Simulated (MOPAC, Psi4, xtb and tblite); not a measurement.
Internal rotation in SMILES C#C[SiH2][SiH2]C#C (C₄H₆Si₂). Scanned: dihedral C2–Si3–Si4–C5; all other coordinates were relaxed at GFN2-xTB. GFN2-xTB can order the conformers of Si and Ge chains otherwise than DFT does. Points at φ and −φ are mirror images. Heavy atoms are numbered in the order of the SMILES C#C[SiH2][SiH2]C#C, hydrogens after them in the order of the atoms that carry them; the mirror image has the same energies with the sign of each dihedral reversed.

- AM1, restricted, heats of formation // GFN2-xTB (MOPAC)
- HF/cc-pVTZ // GFN2-xTB (Psi4)
- GFN2-xTB (xtb and tblite)

Energies in kcal/mol, each method relative to its own lowest point.

```tsv
φ / °	AM1	HF/cc-pVTZ	GFN2-xTB
-160	0.04	0.31	0.02
-140	0.13	0.95	0.06
-120	0.17	1.29	0.11
-100	0.12	1.02	0.14
-80	0.05	0.50	0.17
-60	0.00	0.32	0.21
-40	0.06	0.81	0.26
-20	0.16	1.60	0.31
0	0.28	2.02	0.34
20	0.16	1.60	0.31
40	0.06	0.81	0.26
60	0.00	0.32	0.21
80	0.05	0.50	0.17
100	0.12	1.02	0.14
120	0.17	1.29	0.11
140	0.13	0.95	0.06
160	0.04	0.31	0.02
180	0.00	0.00	0.00
```
